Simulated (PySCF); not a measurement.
Isomers of C3H8Se, mass 123.979 u with the commonest isotopes. Computed with PySCF, PBE0-D3(BJ)/def2-SVP geometry optimisation, gas phase. One conformer each, none proved a minimum here; rigid rotors.

Question: Order these by radius of gyration √(Σ m r²/M), smallest first.
A. `[CH3:1][CH:2]([CH3:3])[SeH:4]` with C1–C2–Se4–H 64°
B. `[CH3:1][CH2:2][Se:3][CH3:4]` with C1–C2–Se3–C4 -69°
C. `[CH3:1][CH2:2][CH2:3][SeH:4]` with C1–C2–C3–Se4 -178°, C2–C3–Se4–H -63°

Answer: B (1.316 Å), A (1.384 Å), C (1.643 Å).

Question: Order these by out-of-plane moment Σ m c² = (Ia + Ib − Ic)/2, smallest first.
A. `[CH3:1][CH2:2][Se:3][CH3:4]` with C1–C2–Se3–C4 -69°
B. `[CH3:1][CH2:2][CH2:3][SeH:4]` with C1–C2–C3–Se4 -178°, C2–C3–Se4–H -63°
C. `[CH3:1][CH:2]([CH3:3])[SeH:4]` with C1–C2–Se4–H 64°

Answer: B (6.33 u·Å²), C (9.70 u·Å²), A (12.62 u·Å²).

Question: Order these by rotational constant C, largest first.
A. `[CH3:1][CH2:2][Se:3][CH3:4]` with C1–C2–Se3–C4 -69°
B. `[CH3:1][CH2:2][CH2:3][SeH:4]` with C1–C2–C3–Se4 -178°, C2–C3–Se4–H -63°
C. `[CH3:1][CH:2]([CH3:3])[SeH:4]` with C1–C2–Se4–H 64°

Answer: A (2499 MHz), C (2220 MHz), B (1539 MHz).

| SMILES | point group | Ia (u·Å²) | Ib (u·Å²) | Ic (u·Å²) | κ | μa (D) | μb (D) | μc (D) |
| --- | --- | --- | --- | --- | --- | --- | --- | --- |
| CCC[SeH] | – | 21.67 | 319.44 | 328.44 | -1.00 | 1.48 | 0.02 | 0.52 |
| CC(C)[SeH] | Cs | 64.44 | 182.59 | 227.62 | -0.81 | 1.54 | 0.01 | 0.27 |
| CC[Se]C | C1 | 69.19 | 158.29 | 202.25 | -0.71 | 0.94 | 1.09 | 0.47 |
